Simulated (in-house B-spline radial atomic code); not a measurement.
# Ni⁴⁺: [Ne] 3s2 3p5 3d6 4f1 (an excited or competing configuration)

All numbers are computed (Dirac-Hartree-Fock, average of configuration; Fermi nucleus of rms radius 3.7757 fm) with an all-electron radial atomic-structure program (B-spline basis), not measured.

Z_r = [3n² - l(l+1)]/(2<r>); Z_e = n√(-2ε); the last column is Slater's effective charge. Values are occupation-weighted means over j.

| shell | electrons | ε (eV) | <r> (bohr) | Z_r | Z_e | Slater |
| --- | --- | --- | --- | --- | --- | --- |
| 1s | 2 | -8495.2 | 0.05405 | 27.75 | 24.99 | 27.70 |
| 2s | 2 | -1138 | 0.2433 | 24.66 | 18.29 | 23.85 |
| 2p | 6 | -987.17 | 0.215 | 23.26 | 17.04 | 23.85 |
| 3s | 2 | -213.09 | 0.7193 | 18.77 | 11.87 | 17.10 |
| 3p | 5 | -168.02 | 0.7436 | 16.81 | 10.54 | 17.10 |
| 3d | 6 | -96.46 | 0.7923 | 13.25 | 7.99 | 9.25 |
| 4f | 1 | -21.564 | 3.488 | 5.16 | 5.04 | 5.00 |

The least bound orbital is 4f5/2 at -21.56 eV, and it is also the most diffuse (<r> = 3.488 bohr).

Spin-orbit splittings of the orbital energies (j = l + 1/2 above j = l - 1/2 when positive): 2p 17.75 eV, 3p 2.506 eV, 3d 0.3172 eV, 4f -0.0008195 eV.

For the 1s electron the small component carries 1.02 % of the norm, the zero-frequency Breit interaction raises the level by 10.56 eV, self-energy by 5.315 eV, and vacuum polarisation lowers it by 0.4728 eV.
